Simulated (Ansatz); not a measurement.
**A ladder of methods for GeHF (SMILES [F][GeH])**

GeHF: 3 atoms, total charge 0, spin state singlet. As SMILES, `[F][GeH]`. Geometry: relaxed at PBE0-D4/def2-TZVP.

```
atom    x (Å)    y (Å)    z (Å)
   F   0.6721   1.0126   0.4697
  Ge  -0.6579   0.1952  -0.3356
   H  -0.0252  -1.2727  -0.1474
```

Each level gives the energy change with the F1–Ge2 bond stretched from 1.757 to 2.635 Å (eV). The values are calculated.

| level | kind | program | value (eV) | less FCI/STO-3G |
| --- | --- | --- | --- | --- |
| SVWN5/STO-3G (restricted) | LDA | Ansatz | 4.55 | +1.16 |
| revPBE/STO-3G (restricted) | GGA | Ansatz | 4.08 | +0.69 |
| r2SCAN/STO-3G (restricted) | meta-GGA | Ansatz | 4.49 | +1.10 |
| PBE0/STO-3G (restricted) | global hybrid | Ansatz | 4.75 | +1.36 |
| wB97X/STO-3G (restricted) | range-separated hybrid | Ansatz | 5.09 | +1.70 |
| B2PLYP/STO-3G (restricted) | double hybrid | Ansatz | 4.59 | +1.20 |
| MP2/STO-3G (restricted) | perturbation theory | Ansatz | 4.50 | +1.11 |
| CCSD(T)/STO-3G (restricted) | coupled cluster or CI | Ansatz | 3.43 | +0.04 |
| CCSDT/STO-3G (restricted) | coupled cluster or CI | Ansatz | 3.40 | +0.01 |
| FCI/STO-3G | exact in the basis | Ansatz | 3.39 | 0.00 |

FCI/STO-3G is exact within its basis and frozen core, so for wave-function methods in that basis the difference is their error; functionals converge differently with the basis, so for them it is only a difference. All-electron rows without a relativistic Hamiltonian named are non-relativistic. The first shape isn't each level's own minimum. The values span 3.39 to 5.09 eV. All rows use very small basis sets, so none should be taken for the real molecule's value. In the correlated wave-function rows the outer d shell of Ge is correlated, in sets not made for it.
